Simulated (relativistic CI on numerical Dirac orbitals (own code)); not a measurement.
# Tc⁵⁺: 3p photoemission

Computed with this model: Dirac-Coulomb-Breit CI, separate exchange-only KLI orbitals for each configuration, a model potential for QED, valence Slater integrals scaled by 0.8, multiplet model of photoemission in the sudden approximation; configurations [Kr] 4d2 → [Ne] 3s2 3p5 3d10 4s2 4p6 4d2; 300 K; Lorentzian 2 eV and Gaussian 0.6 eV FWHM. Energies are those of the free ion, without screening or charge transfer. The energies are binding energies and can lie tens of eV above those of solids. S is read from ⟨S²⟩ = S(S + 1).

Field parameters in Wybourne normalisation: Td as Oh with Dq negative (B⁴₀ = 21Dq, B⁴₄ = √(5/14) B⁴₀). The field is a parameter set, without covalency.

Computed curve for free ion, scaled to 100 at the maximum (points under 2 are left out and the grid is thinned):

```
Energy (eV)  Intensity
      504.2        2.1
      504.6        2.3
      505.2        2.7
      505.6        3.1
      506.0        3.5
      506.6        4.4
      507.0        5.1
      507.6        6.6
      508.0        8.0
      508.4        9.9
      509.0       14.4
      509.4       19.1
      509.8       26.2
      510.4       44.9
      510.8       64.4
      511.4       94.5
      511.8      100.0
      512.2       88.3
      512.8       57.9
      513.2       41.6
      513.6       30.4
      514.2       19.8
      514.6       15.1
      515.2       10.4
      515.6        8.3
      516.0        6.9
      516.6        5.3
      517.0        4.6
      517.4        4.0
      518.0        3.3
      518.4        3.0
      519.0        2.6
      519.4        2.4
      519.8        2.2
      525.8        2.1
      526.2        2.2
      526.6        2.5
      527.2        2.9
      527.6        3.3
      528.2        4.2
      528.6        5.1
      529.0        6.3
      529.6        9.2
      530.0       12.4
      530.4       17.5
      531.0       30.4
      531.4       42.3
      532.0       52.9
      532.4       47.9
      532.8       36.7
      533.4       21.6
      533.8       15.2
      534.2       11.0
      534.8        7.2
      535.2        5.7
      535.8        4.1
      536.2        3.4
      536.6        2.9
      537.2        2.3
      537.6        2.0
```

The ground state has S = 0.99, and the centroid lies at 518.53 eV.
